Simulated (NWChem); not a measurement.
H2TeS2; SMILES S[Te]S

```xyz
5

Te     0.0000     0.0000     0.5941
S      1.9264    -0.0435    -0.8986
H      2.0332     1.3074    -1.0684
S     -1.9264     0.0435    -0.8986
H     -2.0332    -1.3074    -1.0684
```
Atoms are numbered in this order, from 1.

Computed with NWChem. All runs use the structure optimised with PBE-D3(BJ)/def2-SVP. def2 effective core potentials on Te; no spin-orbit coupling.

For level Hartree-Fock/STO-3G (all-electron, non-relativistic):

```yaml
highest occupied level (eV): -6.47
orbital gap (eV): 12.75
dipole (D): 1.41
```

### Question
How do the values read with level Hartree-Fock/def2-SVP (core potentials) instead?

### Answer
| Item | Value |
|---|---|
| highest occupied level (eV) | -9.12 |
| orbital gap (eV) | 10.53 |
| dipole (D) | 0.77 |
